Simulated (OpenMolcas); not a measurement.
Ir3+: moving the ligands

Ir3+ with 6 ligands (fluoride) in tetragonal octahedral coordination (D4h) at 1.99 Å, the axial distance 2.090 Å. A charge of +0.5 e stands 2.4 Å behind each ligand. Ligand basis ANO-RCC-VDZP.
```
Ir    0.0000    0.0000    0.0000
F     1.9900    0.0000    0.0000
F     0.0000    1.9900    0.0000
F    -1.9900    0.0000    0.0000
F     0.0000   -1.9900    0.0000
F     0.0000    0.0000    2.0895
F     0.0000    0.0000   -2.0895
```

- Program: OpenMolcas 26.06
- Method: CASSCF
- Basis: ANO-RCC-VTZP [8s7p5d3f1g]
- Scalar Hamiltonian: DKH2, point nucleus
- Active space: 6 electrons in 5 orbitals (5d)
- State averaging: 2S+1 = 5 even, 5 roots; 2S+1 = 3 even, 45 roots; 2S+1 = 1 even, 50 roots
- Spin-orbit coupling: RASSI with atomic mean-field integrals over the reference wave functions

Runs around this geometry, states (labels of D4, the rotations of D4h). Energies in cm-1 above the lowest state or level, χT in cm3 K/mol.

```tsv
R (Å)	Axial / equatorial distance	Ground state	First state of that spin	First gap with spin-orbit (degeneracies)	χT at 300 K	First state of another spin
1.96	1.05	2S+1 = 1	1E 21469	12082 (1, 1)	0.037	3E 14449
1.99	1.05	2S+1 = 1	1E 19774	10413 (1, 1)	0.043	3E 12714
2.05	1.05	2S+1 = 1	1E 16783	7464 (1, 1)	0.061	3E 9646
1.99	1.155	2S+1 = 1	1E 13039	3541 (1, 1)	0.097	3E 4639
```

Taking the first state of the same spin as R^-n, n = -ln(16783 / 21469) / ln(2.05 / 1.96) = 5.5 between the shortest and longest distance.

Without dynamic correlation the repulsion within the d shell is too large (B by tens of per cent), so at a given field states of lower spin stand too high. With metal d orbitals alone the field can be off either way by tens of per cent. Ligand-to-metal charge-transfer states are missing. With no ligand orbital active B as a rule stays too high, so bands that hang on it stand too high and its fall with covalency is understated. Spin-orbit coupling mixes the spin-free states strongly: the lowest level takes only 68 % from its leading state, 2S+1 = 1 (figures for R = 2.05, ratio = 1.05; the like holds for R = 1.99, ratio = 1.155). The least metal-like active orbital is 78 % on the metal (Löwdin) and no ligand orbital is active, so the numbers are rough (holds for R = 1.96, ratio = 1.05; R = 1.99, ratio = 1.155). The least metal-like active orbital is 79 % on the metal (Löwdin) and no ligand orbital is active, so the numbers are rough (holds for R = 1.99, ratio = 1.05). This shell can be high or low spin here, a state of another spin lies low, and with metal d orbitals alone active their balance is uncertain, so the ground spin may be wrong, although the usual error favours high spin (holds for R = 2.05, ratio = 1.05; R = 1.99, ratio = 1.155). The least metal-like active orbital is 80 % on the metal (Löwdin) and no ligand orbital is active, so the numbers are rough (holds for R = 2.05, ratio = 1.05). No measured value stands beside these numbers; the geometry is a model, was not optimised and need not be the one that this ion takes.

A state without a sure symmetry label is named by its multiplicity alone.
